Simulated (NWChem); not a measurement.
## Ionisation of C2H5S

```xyz
8

C      1.4412     0.0450    -0.3101
S     -0.0149    -0.2934     0.5430
C     -1.2717     0.3927    -0.5807
H      2.3669    -0.3113     0.1446
H      1.4687     0.7973    -1.1015
H     -1.1104     1.4704    -0.7342
H     -1.2543    -0.1291    -1.5488
H     -2.2494     0.2405    -0.1028
```
Charge 0, spin multiplicity 2.

Everything below was run with NWChem. Structure: optimised with UB3LYP/def2-SVP, a minimum by its harmonic frequencies. It is one conformer; others weren't searched.

Basis set: def2-SVPD. −ε marks an orbital energy of the parent.

B3LYP has NWChem's definition, with VWN1-RPA local correlation. The structure started from a generated list of species. The stability of the SCF solutions was not checked. Open-shell Hartree-Fock references start from PBE0 orbitals.

**Question.** One of these methods gave a first vertical ionisation energy of 4.82 eV. Which?
(A) −ε(alpha HOMO) of BHandHLYP
(B) −ε(alpha HOMO) of PBE
(C) −ε(alpha HOMO) of B3LYP
(D) −ε(alpha HOMO) of HF

**Answer.** C, −ε(alpha HOMO) of B3LYP. The others give 6.21 (−ε(alpha HOMO) of BHandHLYP), 3.82 (−ε(alpha HOMO) of PBE), 8.13 (−ε(alpha HOMO) of HF).
